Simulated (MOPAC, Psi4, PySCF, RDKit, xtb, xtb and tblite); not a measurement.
Two geometries of C2H7NOSi2, SMILES C([SiH2][SiH2]OC)#N, relaxed at GFN2-xTB with one dihedral held; other torsions can differ between them too.

Structure A

```
13

C      2.6364     0.0859     0.0803
O      1.2451     0.0947     0.0609
Si     0.1170    -0.1153     1.2098
Si    -1.0979     1.8467     1.2321
C     -2.4738     1.6255     2.4739
N     -3.3094     1.4603     3.2414
H      3.0216    -0.0848     1.0876
H      3.0006    -0.7081    -0.5758
H      3.0059     1.0469    -0.2856
H      0.7696    -0.3862     2.5009
H     -0.6223    -1.3213     0.8257
H     -0.4165     3.0628     1.7089
H     -1.8093     2.2185     0.0006
```

Structure B

```
13

C     -0.3322    -2.1174     3.1219
O      0.4274    -1.5500     2.1018
Si     0.3653    -0.1108     1.3625
Si    -0.4311     1.5582     2.7576
C     -2.0598     1.0087     3.4987
N     -3.0454     0.6090     3.9284
H     -1.2717    -2.5121     2.7268
H      0.2436    -2.9356     3.5570
H     -0.5652    -1.3862     3.9009
H     -0.4968    -0.2159     0.1751
H      1.7630     0.0380     0.9709
H      0.3547     1.8673     3.9629
H     -0.7681     2.8263     2.1023
```

Q: Which is lower in energy at the level DF-MP2 (frozen core)/cc-pVTZ // GFN2-xTB run with Psi4, and by how much?

A: B is lower, by 0.52 kcal/mol (dihedral C1–O2–Si3–Si4: 120° in A, 30° in B).

E(B) − E(A) in kcal/mol at the other levels, on the same two geometries: GFN2-xTB (xtb and tblite) -0.60; MMFF94 // GFN2-xTB (RDKit) 1.51; PBE/def2-TZVP // GFN2-xTB (Psi4) 0.07; PBE-D3(BJ)/def2-TZVP // GFN2-xTB (Psi4) -0.55; wB97X-D/def2-TZVP // GFN2-xTB (Psi4) -0.35; HF/cc-pVTZ // GFN2-xTB (Psi4) 1.08; UFF // GFN2-xTB (RDKit) -0.10; PM6, restricted, heats of formation // GFN2-xTB (MOPAC) 0.37; AM1, restricted, heats of formation // GFN2-xTB (MOPAC) -0.32; GFN1-xTB // GFN2-xTB (xtb) -1.40; restricted B3LYP/6-31G*, spherical d, density fitting // GFN2-xTB (PySCF) 0.05; restricted Hartree-Fock/LANL2DZ, with its core potentials past Ne // GFN2-xTB (PySCF) 2.29; restricted B3LYP/3-21G // GFN2-xTB (PySCF) -1.12; restricted MP2 (frozen core)/3-21G // GFN2-xTB (PySCF) -1.32.
